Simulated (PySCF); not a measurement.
A structure optimised at PBE-D3(BJ)/def2-SVP, used in a PySCF frequency run:

```xyz
8

Ru    -0.0509     0.0207     0.0000
O      0.5660     1.6171     0.0000
O      0.4096    -1.6489     0.0000
O     -1.7372     0.0863     0.0000
O      0.4594     0.0293     1.8663
H      0.4903    -0.9073     2.1648
O      0.4594     0.0293    -1.8663
H      0.4903    -0.9073    -2.1648
```
Charge 0, spin multiplicity 1.

Q: Write its SMILES, formula and point group.

A: [O]=[Ru](=[O])(=[O])([OH])[OH], H2O5Ru, Cs

Q: What are its rotational constants (standard atomic weights)?

A: 3.3526, 2.7401, 2.4286 GHz
